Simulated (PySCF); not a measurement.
SMILES F[Si]F (charge +1), doublet (CAM-B3LYP/def2-SVP optimised geometry):

```
3

F      1.168    -0.678     0.000
Si    -0.393    -0.678     0.000
F     -1.168     0.678     0.000
```

Level of theory: PySCF 2.14.0 with unrestricted CAM-B3LYP/def2-TZVP.

Question: What are the frontier orbital energies (α orbitals alone; a β orbital can be the lowest empty one)?

Answer: HOMO-2 -22.19 eV, HOMO-1 -22.00 eV, HOMO -18.59 eV, LUMO -8.87 eV, LUMO+1 -5.67 eV.

On the same geometry unrestricted PBE/def2-TZVP (PySCF) gives HOMO-2 -18.61 eV, HOMO-1 -18.36 eV, HOMO -15.73 eV, LUMO -11.01 eV, LUMO+1 -7.83 eV.

Meta-Löwdin charges at CAM-B3LYP/def2-TZVP: F1 -0.34, Si2 1.69, F3 -0.34.
